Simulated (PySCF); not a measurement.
Job file and geometry (Å, from GFN2-xTB) of an NMR shielding run on `B(C=C)(N)C#C[SiH3]`, C4H8BNSi, GIAO PBE0/pcSseg-1 NMR shielding, non-relativistic, gas phase in PySCF; density fitting, a coarse starting grid and PySCF grid level 2 are the driver's defaults:

```
$ OMP_NUM_THREADS=1 python probes_run.py task.json out

{"job": {"kind": "nmr", "xc": "PBE0", "basis": "pcSseg-1"}, "charge": 0, "multiplicity": 1}
C     -3.179102     0.131083    -0.122367
C     -1.932777     0.399688    -0.492344
B     -0.716086    -0.580821    -0.355109
N     -0.905510    -1.954451    -0.301185
C      0.697385    -0.019896    -0.280114
C      1.815537     0.445069    -0.217635
Si     3.512179     1.159794    -0.117614
H     -3.985751     0.842890    -0.217807
H     -3.453210    -0.817561     0.314955
H     -1.735388     1.386441    -0.899064
H     -0.154458    -2.616955    -0.207955
H     -1.812589    -2.385514    -0.355825
H      4.283681     0.398839     0.872640
H      4.142772     1.053883    -1.437943
H      3.418902     2.565501     0.289799
```

Question: Write the output of this run.

Answer: 
```
coarse grid: 13080 points
cycle   1  E = -525.7586975699  dE =  6.512e-01  |g| = 4.911e-01  |ddm| = 3.516e+00
cycle   2  E = -525.7434681371  dE =  1.523e-02  |g| = 5.490e-01  |ddm| = 1.022e+00
cycle   3  E = -525.8164764662  dE = -7.301e-02  |g| = 1.592e-01  |ddm| = 5.627e-01
cycle   4  E = -525.8226788484  dE = -6.202e-03  |g| = 4.253e-02  |ddm| = 1.322e-01
cycle   5  E = -525.8230433153  dE = -3.645e-04  |g| = 1.852e-02  |ddm| = 3.834e-02
cycle   6  E = -525.8231246969  dE = -8.138e-05  |g| = 3.321e-03  |ddm| = 1.380e-02
cycle   7  E = -525.8231274281  dE = -2.731e-06  |g| = 1.017e-03  |ddm| = 3.190e-03
final grid: 121936 points
cycle   8  E = -525.8607936594  dE = -2.671e-05  |g| = 7.369e-03  |ddm| = 2.658e-02
cycle   9  E = -525.8607889685  dE =  4.691e-06  |g| = 8.870e-03  |ddm| = 1.123e-02
cycle  10  E = -525.8608060418  dE = -1.707e-05  |g| = 1.206e-03  |ddm| = 5.735e-03
cycle  11  E = -525.8608064106  dE = -3.688e-07  |g| = 2.223e-04  |ddm| = 1.132e-03
cycle  12  E = -525.8608064185  dE = -7.852e-09  |g| = 1.296e-04  |ddm| = 2.245e-04
cycle  13  E = -525.8608064223  dE = -3.850e-09  |g| = 4.035e-05  |ddm| = 1.068e-04
cycle  14  E = -525.8608064227  dE = -3.582e-10  |g| = 1.513e-05  |ddm| = 3.714e-05
converged SCF energy = -525.8608064227

GIAO shielding tensors (ppm)
atom      isotropic    diamagn.    paramagn.     s11        s22        s33       span
  0 C       51.083     253.321    -202.239    -71.381     56.717    167.911    239.292
  1 C       39.130     258.513    -219.382    -85.036     30.341    172.086    257.122
  2 B       74.490     194.068    -119.578     39.116     65.070    119.284     80.167
  3 N      160.831     317.858    -157.028     62.786    198.026    221.681    158.895
  4 C       59.600     261.790    -202.190    -52.254    -38.000    269.054    321.308
  5 C       77.608     266.454    -188.846     -7.296      8.102    232.016    239.312
  6 Si     449.298     882.290    -432.993    440.375    443.819    463.700     23.325
  7 H       25.560      28.462      -2.902     22.986     24.786     28.907      5.921
  8 H       25.726      31.728      -6.002     22.294     25.139     29.747      7.453
  9 H       25.033      32.415      -7.382     21.617     24.432     29.052      7.435
 10 H       27.628      31.685      -4.057     22.567     25.900     34.416     11.849
 11 H       27.492      31.302      -3.810     22.319     26.063     34.095     11.776
 12 H       27.449      28.950      -1.502     24.010     25.955     32.381      8.371
 13 H       27.429      28.599      -1.170     24.149     25.838     32.301      8.152
 14 H       27.422      29.157      -1.735     23.944     25.942     32.381      8.436
```

Size and cost of the density-fitted run: 166 basis functions, 17 s wall time on 1 thread of an Arm Neoverse V2, shared host; peak memory 0.74 GiB.
